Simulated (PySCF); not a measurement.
A calculated (UHF, PySCF 2.14, dyall-av2z, the non-relativistic Hamiltonian (point nucleus)) atom or ion has these occupied shells.

| shell | electrons | orbital energy (eV) | rms radius, mean of both spins (bohr) |
| --- | --- | --- | --- |
| 1s α | 1 | -6553.3 | 0.0713 |
| 1s β | 1 | -6553.3 | 0.0713 |
| 2s α | 1 | -801.94 | 0.305 |
| 2s β | 1 | -798.19 | 0.305 |
| 2p α | 3 | -684.95 | 0.274 |
| 2p β | 3 | -681.40 | 0.274 |
| 3s α | 1 | -117.47 | 0.924 |
| 3s β | 1 | -106.00 | 0.924 |
| 3p α | 3 | -82.235 | 0.990 |
| 3p β | 3 | -68.581 | 0.990 |
| 3d α | 5 | -25.404 | 1.27 |
| 4s α | 1 | -14.806 | 3.10 |

Task: Name the element and its charge.

Result: Mn⁺ (manganese, charge +1), in [Ar] 3d5 4s1, high-spin 7S determinant.
